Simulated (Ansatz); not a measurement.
H₃O, charge +1, singlet, at a GFN2-xTB geometry. Base run: PBE/cc-pVTZ run with Ansatz (a first-principles code).

Geometry (Å):
```xyz
4

O     -0.0017    -0.0013     0.0776
H     -0.5648    -0.7462    -0.2317
H     -0.3603     0.8715    -0.2001
H      0.9384    -0.1149    -0.1887
```
Charge +1, spin multiplicity 1.
All else is at Ansatz's defaults.
Base energy -76.65133 Eh.

Variants of this job, named by their change:

```json
[
 {"change": "base", "ΔE vs base (mEh)": "0.000"},
 {"change": "lower_state_search = off", "ΔE vs base (mEh)": "0.000"},
 {"change": "point_charge = charge:0.5 position_ang:2.164, 2.5568, 1.9526", "ΔE vs base (mEh)": "65.141"},
 {"change": "fitting.mean_field = def2-universal-JKFIT", "ΔE vs base (mEh)": "…"},
 {"change": "final_grid = 6, 12, 29", "ΔE vs base (mEh)": "-0.002"},
 {"change": "forces = on", "ΔE vs base (mEh)": "0.000"},
 {"change": "fitting.mean_field = cc-pVTZ-JKFIT", "ΔE vs base (mEh)": "-0.009"},
 {"change": "nuclear_model = gaussian", "ΔE vs base (mEh)": "0.013"},
 {"change": "final_grid = 4, 8, 17", "ΔE vs base (mEh)": "…"},
 {"change": "lower_state_search = full", "ΔE vs base (mEh)": "0.000"},
 {"change": "point_charge = charge:-1.0 position_ang:-3.9154, -0.4127, 0.0423", "ΔE vs base (mEh)": "-136.9"}
]
```

### Question
What belongs in the gaps?

### Answer

- fitting.mean_field = def2-universal-JKFIT, ΔE vs base (mEh): -0.059
- final_grid = 4, 8, 17, ΔE vs base (mEh): -0.140
